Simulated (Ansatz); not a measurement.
[TaO2Cl2]- (TaCl₂O₂⁻). The state is a singlet with charge -1. Geometry PBE-D4/def2-SVPD, basis def2-TZVPD, Ansatz.

```xyz
5

Ta   -0.0632    0.0645   -0.0453
O    -0.9877    1.3645    0.7289
O    -0.4647    0.1195   -1.7716
Cl   -0.7779   -2.0550    0.8605
Cl    2.2935    0.5065    0.2275
```

```
run  HOMO (eV)  LUMO (eV)
  A      -1.90       2.12
  B      -3.41       2.89
  C      -2.19       2.30
  D      -1.80       2.19
  E      -3.00       2.52
  F      -4.86       3.38
```

In the def2 sets Ta takes a core potential; there is no spin–orbit coupling. HSE06 is defined as in plane-wave codes, on full-range PBE exchange.

The runs used BHLYP, BLYP, HSE06, PBE, PBE0, r2SCAN. Estimate which is which.

A PBE (0 % exact exchange); B PBE0 (25 % exact exchange); C r2SCAN (0 % exact exchange); D BLYP (0 % exact exchange); E HSE06 (range-separated); F BHLYP (50 % exact exchange). Exact exchange lowers occupied and raises empty levels; among semilocal functionals meta-GGAs tend to open the gap a little, and such runs are hard to tell apart. The gap grows from 3.99 eV (BLYP) to 8.23 eV (BHLYP).
